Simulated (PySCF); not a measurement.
MoF6, SMILES [F][Mo]([F])([F])([F])([F])[F], multiplicity 1.

Geometry: B3LYP-D3(BJ)/def2-SVP. The spin state was assumed, not searched. The isomer is the one that the SMILES or the coordinates give; other isomers of the formula were not compared. The def2 effective core potentials stand for the cores of Mo; spin–orbit coupling is left out.

Method: PBE/def2-TZVP (PySCF).

Isolated molecule, no solvent.

Q: Estimate the frontier levels, gap, dipole moment and polarisability. (Estimate from the structure and the level; the computed values follow.)

A: 
```json
{
 "highest_occupied_level": "-10.67 eV",
 "lowest_empty_level": "-6.19 eV",
 "orbital_gap": "4.48 eV",
 "dipole_moment": "0.00 D",
 "quadrupole, principal values (traceless, Buckingham form, about the centre of nuclear charge)": "0.00, 0.00, 0.00 D·Å",
 "mean_static_polarisability": "47.7 bohr³ (7.07 Å³)",
 "polarisability_principal_values": "47.7, 47.7, 47.7 bohr³"
}
```
